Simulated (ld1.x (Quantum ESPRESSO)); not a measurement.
# lanthanum, TM: configuration errors across variants

ld1.x (Quantum ESPRESSO) 7.5 input, shortened:

```
&input
   title='La', zed=57., rel=2, dft='PBE', iswitch=3,
   config='[Xe] 4f0 5d1 6s2 6p0', rel_dist='average'
 /
 &inputp
   pseudotype=2, tm=.true., lloc=-2, rcloc=0.95,
   nlcc=.false.
 /
4
6S  1  0   2.00   0.00  3.90  3.90  0.0
6P  2  1   0.00   0.00  4.20  4.20  0.0
5D  3  2   1.00   0.00  2.60  2.60  0.0
4F  4  3   0.00   0.00  0.90  0.90  0.0
 &test
   configts(1)='4f0 5d1 6s2 6p0'
 /
```

Open shells are filled in proportion to 2j + 1 (rel_dist='average').

All-electron excitation energies from the reference (eV): (1) 4f0 5d1 6s1 6p0 5.966; (2) 4f0 5d1 6s0 6p0 16.852; (3) 4f0 5d1 6s1.5 6p0 2.399; (4) 4f0 5d0 6s2 6p0 6.379.

Tests that are not counted but printed errors over 1 eV. “base”: 4f0 5d1 6s0 6p2 (solver errors, printed error -6.6 eV). “core correction a·sin(br)/r model core inside 0.44 bohr”: 4f0 5d1 6s0 6p2 (solver errors, printed error -6.6 eV). “wave 6s (bound): rc 3.90 bohr becomes 6s (bound): rc 4.38 bohr”: 4f0 5d1 6s0 6p2 (solver errors, printed error -6.6 eV); 4f0 5d1 6s0 6p1 (solver errors, printed error -1.8 eV). “wave 5d (bound): rc 2.60 bohr becomes 5d (bound): rc 1.66 bohr”: 4f0 5d1 6s0 6p2 (solver errors, printed error -24.0 eV); 4f0 5d1 6s0 6p1 (solver errors, printed error -1.2 eV). “local potential the d channel”: 4f0 5d1 6s0 6p2 (solver errors, printed error -16.4 eV); 4f0 5d1 6s1 6p1 (solver errors, printed error -1.3 eV); 1 more.

1 further variants failed, have other tests or another functional or relativity, and are left out.

A true bound ghost makes a file unfit for plane-wave use even where its test errors are small: the radial tests pick states by their node count and pass the ghost by. Where a test does run into it, the solver fails or the error is huge.

Errors AE − PS in meV (a dash: test not solved or not reliable):

```tsv
change	(1)	(2)	(3)	(4)	bound ghosts
base	-0.9	+174	-1.2	+185	s, p1/2, p3/2
core correction a·sin(br)/r model core inside 0.44 bohr	-4.2	-44	-0.6	-103	s, p1/2, p3/2
wave 6s (bound): rc 3.90 bohr becomes 6s (bound): rc 4.38 bohr	-2.2	+156	-1.4	+170	s, p1/2, p3/2
wave 5d (bound): rc 2.60 bohr becomes 5d (bound): rc 1.66 bohr	-0.8	+174	-1.3	+180	s, p1/2, p3/2
local potential the d channel	-2.6	+173	-1.7	+185	s, p3/2
```

Question: Give the same row for: local potential all-electron potential smoothed inside 1.84 bohr (lloc = -2).

Answer: 0.0, +173, -1.0, +184; bound ghosts: s, p3/2, p1/2. Not counted: 4f0 5d1 6s0 6p1 (solver errors, printed error -1.2 eV).
